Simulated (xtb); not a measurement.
H2Si2, SMILES [Si]=[SiH2] (connectivity only; charge and spin as stated), neutral, multiplicity 1. All values are semi-empirical tight-binding results from xtb (GFN2-xTB unless named), good for trends rather than for accurate numbers. Geometry: GFN2-xTB. The isomer is the one that the SMILES or the coordinates give; other isomers of the formula were not compared.

```json
{
  "point_group_as_xtb_finds_it": "Cs",
  "orbital_gap": "0.82 eV",
  "dipole_moment": "0.85 D",
  "zero_point_energy": "9.2 kcal/mol",
  "G − E(el) at 298.15 K (modified RRHO)": "-6.5 kcal/mol",
  "static polarisability (D4 model)": "73.0 bohr³",
  "solvation energy, GFN2-xTB/ALPB(water)": "1.1 kcal/mol",
  "solvation energy, GFN2-xTB/ALPB(acetonitrile)": "0.5 kcal/mol"
}
```
